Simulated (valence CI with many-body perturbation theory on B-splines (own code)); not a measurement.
## Forbidden lines of Pt⁷⁺

Computed by configuration interaction combined with many-body perturbation theory (CI+MBPT): three valence electrons over a frozen Dirac-Fock core [Xe] 4f14, a basis of 9 s, 9 p, 10 d, 8 f, 5 g, 3 h, 1 i functions for each j, with the one-electron correlation potential Σ1, the two-electron term Σ2, the three-electron term Σ3, Breit, model QED; selected CI, second order for the rest, scaled by the run's own slope (own B-spline code, finite nucleus).

No measured levels were compared; by estimate terms of the open shell hold to 2 to 4 % of their energy, and close levels can change places; different configurations can be misplaced against each other by 1,000 to 8,000 cm⁻¹. Core correlation moves these levels by up to 16000 cm⁻¹, and in measured spectra 5 to 20 % of such shifts remained as error; rates that hang on mixing are uncertain with them. The list stops below the first excitations out of the core.

Lines 51 to 100 of 120 in falling wavelength, among levels below 322260 cm⁻¹, chosen from the decays that carry over 1 % of a level's rate. Wavelengths and rates use the calculated energies, so an error of 2000 cm⁻¹ moves a line at 275.4 nm by 5.5 % and its rate by three times that or more. Electric multipoles are in the length gauge, E1 and E2 with the static RPA response of the core. Weak lines are less certain than strong ones. Lines between different terms over intervals too small for the method are left out, as are lines whose strength nearly cancels.

Levels are named by their leading jj configuration (3d3/2^4 stands for four electrons in 3d with j = 3/2), which in mixed levels can hold well under half, so a name can repeat and another be missing. Letters in brackets count levels of one name in rising energy.

```
λ vac (nm)                       Upper                      Lower  Type   A (s⁻¹)  Branch %
     275.4   (5d3/2 5d5/2^2) J=7/2 [b]      (5d3/2^2 5d5/2) J=7/2    M1  9.74e+00      14.8
     270.9   (5d3/2 5d5/2^2) J=3/2 [b]      (5d3/2 5d5/2^2) J=1/2    M1  1.46e+01       5.7
     269.8   (5d3/2 5d5/2^2) J=5/2 [b]      (5d3/2^2 5d5/2) J=5/2    M1  1.39e+01      13.5
     267.1             (5d5/2^3) J=3/2      (5d3/2^2 5d5/2) J=3/2    M1  1.21e+01       5.7
     258.4   (5d3/2 5d5/2^2) J=3/2 [b]  (5d3/2 5d5/2^2) J=3/2 [a]    M1  3.15e+01      12.3
     258.4   (5d3/2 5d5/2^2) J=3/2 [a]            (5d3/2^3) J=3/2    M1  2.15e+01       9.9
     247.0       (5d3/2 5d5/2^2) J=1/2            (5d3/2^3) J=3/2    M1  2.79e+00       2.6
     241.7             (5d5/2^3) J=5/2  (5d3/2 5d5/2^2) J=3/2 [a]    M1  1.11e+02      25.8
     231.2   (5d3/2 5d5/2^2) J=7/2 [b]      (5d3/2^2 5d5/2) J=5/2    M1  8.23e+00      12.5
     230.3   (5d3/2 5d5/2^2) J=3/2 [b]  (5d3/2 5d5/2^2) J=5/2 [a]    M1  5.99e+00       2.3
     219.0   (5d3/2 5d5/2^2) J=3/2 [b]  (5d3/2 5d5/2^2) J=7/2 [a]    E2  1.40e+01       5.5
     216.8             (5d5/2^3) J=5/2  (5d3/2 5d5/2^2) J=5/2 [a]    M1  8.28e+01      19.3
     214.4             (5d5/2^3) J=3/2      (5d3/2^2 5d5/2) J=5/2    M1  4.02e+01      19.0
     212.2   (5d3/2 5d5/2^2) J=5/2 [b]            (5d3/2^3) J=3/2    M1  2.20e+00       2.1
     206.9             (5d5/2^3) J=5/2  (5d3/2 5d5/2^2) J=7/2 [a]    M1  3.81e+01       8.9
     194.3   (5d3/2 5d5/2^2) J=5/2 [c]            (5d3/2^3) J=3/2    M1  1.62e+01      24.3
     194.3   (5d3/2 5d5/2^2) J=5/2 [c]            (5d3/2^3) J=3/2    E2  1.68e+00       2.5
     182.3   (5d3/2 5d5/2^2) J=3/2 [b]      (5d3/2^2 5d5/2) J=1/2    M1  8.17e+00       3.2
     176.4             (5d5/2^3) J=3/2            (5d3/2^3) J=3/2    M1  6.28e+00       3.0
     172.0   (5d3/2 5d5/2^2) J=3/2 [b]      (5d3/2^2 5d5/2) J=3/2    M1  2.34e+01       9.1
     172.0   (5d3/2 5d5/2^2) J=3/2 [b]      (5d3/2^2 5d5/2) J=3/2    E2  4.06e+00       1.6
     167.9             (5d5/2^3) J=5/2      (5d3/2^2 5d5/2) J=9/2    E2  7.61e+00       1.8
     165.6   (5d3/2 5d5/2^2) J=3/2 [b]      (5d3/2^2 5d5/2) J=7/2    E2  6.24e+00       2.4
     158.5             (5d5/2^3) J=5/2      (5d3/2^2 5d5/2) J=7/2    M1  1.80e+01       4.2
     148.5   (5d3/2 5d5/2^2) J=3/2 [b]      (5d3/2^2 5d5/2) J=5/2    M1  2.36e+01       9.2
     68.34          (5d3/2^2 6s) J=1/2  (5d3/2 5d5/2^2) J=5/2 [c]    E2  9.19e+02       1.7
     68.19  (5d3/2 5d5/2 6s) J=5/2 [a]  (5d3/2 5d5/2^2) J=5/2 [c]    E2  9.93e+02       1.7
     67.69          (5d3/2^2 6s) J=5/2      (5d3/2 5d5/2^2) J=9/2    E2  9.48e+02       2.1
     66.76  (5d3/2 5d5/2 6s) J=7/2 [a]     (5d3/2 5d5/2^2) J=11/2    E2  1.12e+03       2.5
     66.61      (5d3/2 5d5/2 6s) J=9/2            (5d5/2^3) J=9/2    E2  5.96e+02       1.3
     66.37          (5d3/2^2 6s) J=1/2  (5d3/2 5d5/2^2) J=5/2 [b]    E2  1.43e+03       2.6
     64.84  (5d3/2 5d5/2 6s) J=7/2 [a]  (5d3/2 5d5/2^2) J=3/2 [a]    E2  8.26e+02       1.9
     64.61          (5d3/2^2 6s) J=3/2      (5d3/2^2 5d5/2) J=1/2    E2  3.43e+03       9.0
     63.44  (5d3/2 5d5/2 6s) J=5/2 [a]      (5d3/2 5d5/2^2) J=1/2    E2  1.48e+03       2.6
     63.27          (5d3/2^2 6s) J=3/2      (5d3/2^2 5d5/2) J=3/2    E2  4.21e+03      11.1
     63.11          (5d3/2^2 6s) J=5/2      (5d3/2^2 5d5/2) J=1/2    E2  6.18e+02       1.3
     62.92      (5d3/2 5d5/2 6s) J=9/2     (5d3/2 5d5/2^2) J=11/2    E2  3.28e+03       7.0
     62.91  (5d3/2 5d5/2 6s) J=7/2 [a]  (5d3/2 5d5/2^2) J=5/2 [a]    E2  1.62e+03       3.7
     62.86          (5d3/2^2 6s) J=1/2  (5d3/2 5d5/2^2) J=3/2 [a]    E2  5.83e+02       1.1
     62.74  (5d3/2 5d5/2 6s) J=5/2 [a]  (5d3/2 5d5/2^2) J=3/2 [a]    E2  6.24e+03      10.8
     62.64  (5d3/2 5d5/2 6s) J=7/2 [a]      (5d3/2 5d5/2^2) J=9/2    E2  3.72e+03       8.4
     62.37          (5d3/2^2 6s) J=3/2      (5d3/2^2 5d5/2) J=7/2    E2  3.11e+03       8.2
     62.31          (5d3/2^2 6s) J=5/2      (5d3/2^2 5d5/2) J=9/2    E2  7.86e+03      17.2
     62.04  (5d3/2 5d5/2 6s) J=7/2 [a]  (5d3/2 5d5/2^2) J=7/2 [a]    E2  2.33e+03       5.3
     61.83          (5d3/2^2 6s) J=5/2      (5d3/2^2 5d5/2) J=3/2    E2  2.76e+03       6.0
     61.04          (5d3/2^2 6s) J=1/2  (5d3/2 5d5/2^2) J=5/2 [a]    E2  1.62e+04      29.2
     60.97          (5d3/2^2 6s) J=5/2      (5d3/2^2 5d5/2) J=7/2    E2  9.72e+03      21.2
     60.93  (5d3/2 5d5/2 6s) J=5/2 [a]  (5d3/2 5d5/2^2) J=5/2 [a]    E2  7.71e+02       1.3
     60.67  (5d3/2 5d5/2 6s) J=5/2 [a]      (5d3/2 5d5/2^2) J=9/2    E2  8.86e+03      15.3
     60.11  (5d3/2 5d5/2 6s) J=5/2 [a]  (5d3/2 5d5/2^2) J=7/2 [a]    E2  1.54e+04      26.7
```
